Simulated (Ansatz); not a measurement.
The first iterations of a band of CH10BNSi2 (15 atoms, charge 0, multiplicity 1).

All numbers below come from RKS PBE0/6-31G in Ansatz 0.2.0.

| Property | Result |
| --- | --- |
| movable images | 7 |
| climbing image | yes |
| spring | 5.0 eV/Å² |
| optimiser | lbfgs |
| start path | through a guess of the saddle point |
| force threshold | 0.05 eV/Å |
| iteration limit | 24 |
| end points | relaxed |
| largest step | 0.5 Å |

First end point:

```xyz
15
Properties=species:S:1:pos:R:3
C -1.706 0.028 1.295
N -0.515 0.044 0.426
Si 0.615 1.427 0.765
B -0.318 -0.939 -0.557
Si 1.267 -1.046 -1.833
H -2.303 0.938 1.158
H -1.419 -0.039 2.352
H -2.325 -0.836 1.047
H 1.775 1.360 -0.173
H -0.141 2.716 0.593
H 1.074 1.332 2.195
H -1.166 -1.789 -0.647
H 1.405 0.175 -2.715
H 1.140 -2.231 -2.755
H 2.595 -1.191 -1.123
```

Last end point:

```xyz
15
Properties=species:S:1:pos:R:3
C -1.763 -0.369 1.345
N -0.828 -0.816 0.315
Si 0.679 1.797 0.294
B 0.232 -0.113 -0.260
Si 1.338 -1.061 -1.677
H -1.550 0.667 1.612
H -1.676 -0.983 2.249
H -2.797 -0.425 0.987
H 1.774 2.391 -0.551
H -0.507 2.731 0.194
H 1.146 1.872 1.731
H -1.004 -1.767 0.008
H 2.795 -1.152 -1.295
H 1.285 -0.347 -3.006
H 0.854 -2.477 -1.917
```

| iteration | highest image above the first end (eV) | largest band force component (eV/Å) |
| --- | --- | --- |
| 1 | 13.406 | 14.127 |
| 2 | 7.705 | 10.170 |
| 3 | 5.356 | 5.404 |
| 4 | 2.980 | 4.090 |
| 5 | 1.891 | 3.043 |
| 6 | 1.293 | 4.494 |
| 7 | 1.189 | 2.651 |
| 8 | 1.127 | 2.256 |

Task: Does the band converge within its limit, and where does its top end?

Result: It did not converge within its limit. It ended after 24 iterations with the highest image 0.818 eV above the first end. The band didn't meet its force threshold, so its energies are provisional: the largest band force was still 1.47 eV/Å, and over the last iterations the top moved between 0.82 and 1.21 eV. The orbitals stay closed-shell, which can raise the energy where a bond breaks towards radicals; this wasn't checked here. Limits of this set-up: no polarisation functions.

Run time: 11 min on 1 thread of Arm Neoverse V2, with other jobs on the host, peak memory 0.18 GiB.
